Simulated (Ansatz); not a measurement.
Task: Name a neutral molecule of B, C, S and H with HOMO–LUMO gap (PBE0/def2-TZVPP) between 4.85 and 5.15 eV and LUMO energy (PBE0/def2-TZVPP) between -2.10 and -1.80 eV (Ansatz, PBE0-D4/def2-TZVP geometry).

Result: `B/C=C(\C)S` (5.08 eV, -1.90 eV). Other molecules can fit too; these were computed, each in one conformer that needn't be the lowest.
